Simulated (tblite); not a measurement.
Input of a run (GFN2-xTB geometry optimisation, gas phase (tblite 0.8.0)), started from a force field or distance geometry:
```
{"job": {"kind": "relax", "xc": "GFN2-xTB", "basis": "xTB"}, "charge": 0, "multiplicity": 2}
C     -0.864100     1.504200     0.452000
C     -0.814600     0.021200     0.236000
C     -1.800600    -0.404900    -0.839200
Cl    -1.324100    -0.754700     1.785800
Si     0.963200    -0.613600    -0.082700
C      2.148900    -0.130200     1.244200
H     -1.043800     2.176700    -0.389600
H     -0.673200     1.953100     1.429800
H     -2.822000    -0.069100    -0.603400
H     -1.549400     0.028400    -1.812000
H     -1.846900    -1.492300    -0.971400
H      0.959600    -2.094200    -0.253000
H      1.432100    -0.041300    -1.372000
H      3.169100    -0.476000     1.007900
H      1.867200    -0.556700     2.211500
H      2.191000     0.958200     1.380800
```

Output (eV, eV/Å):
```
step      E/eV     max force
  0    -540.24210    1.933
  1    -540.34667    0.869
  2    -540.37519    0.243
  3    -540.38230    0.219
  4    -540.39058    0.277
  5    -540.39747    0.310
  6    -540.40288    0.226
  7    -540.40604    0.126
  8    -540.40874    0.118
  9    -540.41182    0.177
 10    -540.41488    0.186
 11    -540.41720    0.125
 12    -540.41900    0.118
 13    -540.42089    0.121
 14    -540.42277    0.132
 15    -540.42426    0.101
 16    -540.42538    0.094
 17    -540.42642    0.096
 18    -540.42757    0.108
 19    -540.42882    0.107
 20    -540.43015    0.080
 21    -540.43168    0.106
 22    -540.43335    0.098
 23    -540.43475    0.101
 24    -540.43579    0.086
 25    -540.43667    0.079
 26    -540.43757    0.077
 27    -540.43866    0.089
 28    -540.43983    0.086
 29    -540.44087    0.086
 30    -540.44174    0.085
 31    -540.44255    0.072
 32    -540.44329    0.075
 33    -540.44384    0.074
 34    -540.44442    0.075
 35    -540.44516    0.080
 36    -540.44589    0.067
 37    -540.44660    0.071
 38    -540.44725    0.077
 39    -540.44795    0.084
 40    -540.44855    0.056
 41    -540.44899    0.073
 42    -540.44935    0.062
 43    -540.44989    0.079
 44    -540.45051    0.071
 45    -540.45103    0.050
 46    -540.45137    0.040
 47    -540.45159    0.055
 48    -540.45179    0.056
 49    -540.45201    0.040
 50    -540.45221    0.037
 51    -540.45237    0.037
 52    -540.45249    0.044
 53    -540.45262    0.033
 54    -540.45273    0.032
 55    -540.45283    0.029
 56    -540.45290    0.030
 57    -540.45297    0.026
 58    -540.45308    0.029
 59    -540.45320    0.031
 60    -540.45332    0.028
 61    -540.45343    0.030
 62    -540.45355    0.036
 63    -540.45371    0.041
 64    -540.45388    0.037
 65    -540.45402    0.023
 66    -540.45409    0.021
 67    -540.45413    0.017
 68    -540.45417    0.014
 69    -540.45420    0.016
 70    -540.45423    0.021
 71    -540.45426    0.020
 72    -540.45428    0.013
 73    -540.45431    0.021
 74    -540.45435    0.026
 75    -540.45439    0.025
 76    -540.45444    0.027
 77    -540.45448    0.019
 78    -540.45451    0.018
 79    -540.45454    0.016
 80    -540.45457    0.012
 81    -540.45459    0.013
 82    -540.45461    0.012
 83    -540.45463    0.016
 84    -540.45465    0.016
 85    -540.45468    0.015
 86    -540.45471    0.015
 87    -540.45474    0.019
 88    -540.45476    0.017
 89    -540.45479    0.016
 90    -540.45483    0.018
 91    -540.45486    0.014
 92    -540.45488    0.012
 93    -540.45490    0.015
 94    -540.45494    0.018
 95    -540.45500    0.021
 96    -540.45509    0.028
 97    -540.45519    0.028
 98    -540.45526    0.020
 99    -540.45530    0.010
100    -540.45532    0.009
```

Task: Summarise the run.

Result: The energy falls by 20.6 kJ/mol over 100 L-BFGS steps, the largest force on an atom goes from 1.93 to 0.009 eV/Å, and the atoms move by 0.208 Å rms after alignment. The bond that changes most is C2–Cl4 (ends: carbon bonded to 2 C, Cl and Si; chlorine bonded to C), which lengthens by 0.104 Å. Bonds longer at the end by more than 0.005 Å: 3 of 15; shorter: 12. Among the angles that change most is Cl4–C2–Si5, from 105.2° to 98.6°. Among the dihedrals that turn most is H7–C1–C2–Si5, from 93° to 129°. The energy never rose by more than 1e-5 eV on the way. The first step brought 49 % of the lowering.

Task: What are the final bond lengths?

Result: C1–C2 1.417 Å, C2–C3 1.511 Å, C2–Cl4 1.910 Å, C2–Si5 1.948 Å, Si5–C6 1.891 Å, C1–H7 1.074 Å, C1–H8 1.073 Å, C3–H9 1.089 Å, C3–H10 1.088 Å, C3–H11 1.087 Å, Si5–H12 1.464 Å, Si5–H13 1.470 Å, C6–H14 1.085 Å, C6–H15 1.086 Å, C6–H16 1.086 Å. Numbering counts from 1 in the input's order; the species is `[CH2][C@](C)(Cl)[SiH2]C` [radical].

Time: 0.64 s of wall time. Hardware: one thread, INTEL XEON PLATINUM 8581C at 2.10 GHz (x86_64), shared host with 80 logical CPUs at a one-minute load of 9.8.

Its GFN2-xTB frequencies are all real (lowest 69 cm⁻¹).

One conformer stands for the species.

The numbers are calculated, not measured.
